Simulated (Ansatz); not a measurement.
Reaction (formal exchange of groups at the Si–Si bond): `C[Te][SiH2][SiH3]` + `C#C` → `C#C[SiH2][Te]C` + SiH₄

Computed with Ansatz on PBE0-D4/def2-TZVP structures; ΔE is electronic, products minus reactants. CCSD(T)/CBS is the MP2 limit (def2-TZVPP, def2-QZVPP) plus CCSD(T) − MP2 in def2-TZVPP, frozen cores. This one scheme is used for every species. DFT in def2-TZVPP. B3LYP here is the variant with VWN-RPA as its local correlation; programs differ in this. Elements past krypton have def2 core potentials. For Te outer-core shells are correlated without core-valence functions, which leaves a few kJ/mol of doubt a bond. Each species was taken in one conformer, which may not be the lowest.

```
             level  ΔE (kcal/mol)  difference from CCSD(T)/CBS
            PBE-D4           -4.9                          2.5
         r2SCAN-D4           -7.3                          0.1
           PBE0-D4           -5.4                          2.0
          B3LYP-D4           -7.7                         -0.3
           ωB97X-V           -7.2                          0.2
           ωB97M-V           -8.3                         -0.9
            B2PLYP           -9.0                         -1.6
               PBE           -5.3                          2.1
            r2SCAN           -7.3                          0.1
              PBE0           -5.7                          1.7
             B3LYP           -8.3                         -0.9
     HF/def2-TZVPP          -10.4                         -3.0
    MP2/def2-TZVPP          -10.1                         -2.7
SCS-MP2/def2-TZVPP          -10.5                         -3.1
   CCSD/def2-TZVPP           -8.1                         -0.7
CCSD(T)/def2-TZVPP           -8.0                         -0.6
     HF/def2-QZVPP          -10.6                         -3.2
    MP2/def2-QZVPP           -9.8                         -2.4
SCS-MP2/def2-QZVPP          -10.2                         -2.8
      HF/CBS(def2)          -10.6                         -3.2
     MP2/CBS(def2)           -9.5                         -2.1
    CCSD/CBS(def2)           -7.5                         -0.1
       CCSD(T)/CBS           -7.4                            0
```

Largest T1 diagnostic among the species: 0.013.
